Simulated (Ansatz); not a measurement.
Relaxation of C2H7GaS (11 atoms, charge 0, multiplicity 1), to a largest force component of 0.03 eV/Å in at most 50 steps.

The calculation used Ansatz, RKS PBE0-D4/def2-SVP.

```xyz
11
Properties=species:S:1:pos:R:3
Ga -0.588 0.604 0.296
S 1.808 -1.901 -0.531
C 0.590 0.659 1.659
H 1.832 -0.772 0.234
C -1.488 0.692 -1.417
H 1.429 -2.664 0.513
H 0.625 1.554 2.292
H 0.802 -0.274 2.199
H -0.755 0.703 -2.236
H -2.134 -0.192 -1.530
H -2.121 1.591 -1.479
```

**Question.** Where does it end, and by what steps?

**Answer.** The forces met the threshold. After 15 steps the energy has fallen by 0.220 eV; H4 moved furthest, 0.59 Å. Joined: Ga1–S2.

| step | energy less start (eV) | largest force component (eV/Å) | accepted |
| --- | --- | --- | --- |
| 0 | 0.0000 | 0.131 | yes |
| 1 | -0.0502 | 0.174 | yes |
| 2 | -0.0995 | 0.727 | yes |
| 3 | -0.1378 | 0.426 | yes |
| 4 | -0.1582 | 0.410 | yes |
| 5 | -0.1591 | 0.477 | yes |
| 6 | -0.1727 | 0.327 | yes |
| 7 | -0.1797 | 0.294 | yes |
| 8 | -0.1965 | 0.180 | yes |
| 9 | -0.2002 | 0.470 | yes |
| 10 | -0.1760 | 0.837 | no |
| 11 | -0.2133 | 0.081 | yes |
| 12 | -0.2174 | 0.060 | yes |
| 13 | -0.2185 | 0.178 | yes |
| 14 | -0.2199 | 0.038 | yes |
| 15 | -0.2201 | 0.015 | yes |

```xyz
11
Properties=species:S:1:pos:R:3
Ga -0.285 0.397 0.197
S 1.275 -1.681 -0.597
C 0.499 0.707 1.782
H 2.303 -1.075 0.038
C -1.371 0.594 -1.406
H 0.951 -2.415 0.489
H 0.124 1.487 2.451
H 1.274 0.058 2.201
H -0.741 0.793 -2.285
H -1.969 -0.309 -1.595
H -2.059 1.443 -1.274
```

The run took 48 s on 2 threads of Arm Neoverse V2, on a shared host, peak memory 0.27 GiB.
